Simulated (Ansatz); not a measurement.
Reaction (formal exchange of groups at the Si–S bond): `C[SiH2][S][Zn][F]` + `C/N=C\F` → `C[SiH2]/N=C/F` + `C[S][Zn][F]`

Program: Ansatz. Geometries: PBE0-D4/def2-TZVP. ΔE: electronic, gas phase. CBS: MP2 limit from def2 TZ/QZ plus the TZ coupled-cluster correction, frozen cores. Double bonds are as drawn, so ΔE can hold a change between cis and trans. DFT in def2-TZVPP. B3LYP here is the variant with VWN-RPA as its local correlation; programs differ in this. For Zn outer-core shells are correlated without core-valence functions, which leaves a few kJ/mol of doubt a bond. Scalar relativity is left out up to krypton. Each species was taken in one conformer, which may not be the lowest.

```tsv
level	ΔE (kJ/mol)	difference from CCSD(T)/CBS
LDA (SPW92)	25.0	5.1
revPBE-D4	22.0	2.1
BLYP-D4	14.2	-5.7
r2SCAN-D4	20.4	0.5
B3LYP-D4	15.8	-4.1
r2SCAN0-D4	21.0	1.1
revPBE	18.7	-1.2
BHLYP	12.8	-7.1
CAM-B3LYP	12.3	-7.6
LC-ωPBE	19.6	-0.3
RPA@PBE/def2-TZVPP	18.8	-1.1
HF/def2-SVP	31.4	11.5
HF/def2-TZVPP	11.4	-8.5
SCS-MP2/def2-TZVPP	16.7	-3.2
MP2/CBS(def2)	17.9	-2.0
CCSD/CBS(def2)	18.3	-1.6
CCSD(T)/CBS	19.9	0
```

Largest T1 diagnostic among the species: 0.015.

The D4 term adds +3.7 kJ/mol with B3LYP and +2.0 kJ/mol with PBE0; it sums over pairs of atoms, weighted by their polarisabilities, and B3LYP, whose exchange is more repulsive, gets the larger term. At CCSD(T), def2-SVP lies +19.1 kJ/mol from the extrapolated value and def2-TZVPP +0.6 kJ/mol. In def2-TZVPP, CCSD(T) changes the Hartree–Fock value by +9.1 kJ/mol (the triples alone add +1.5 kJ/mol) and MP2 by +7.1 kJ/mol.

CCSD(T)/CBS has its own doubt, a few kJ/mol and more with outer-core shells, so smaller differences from it don't rank the levels.
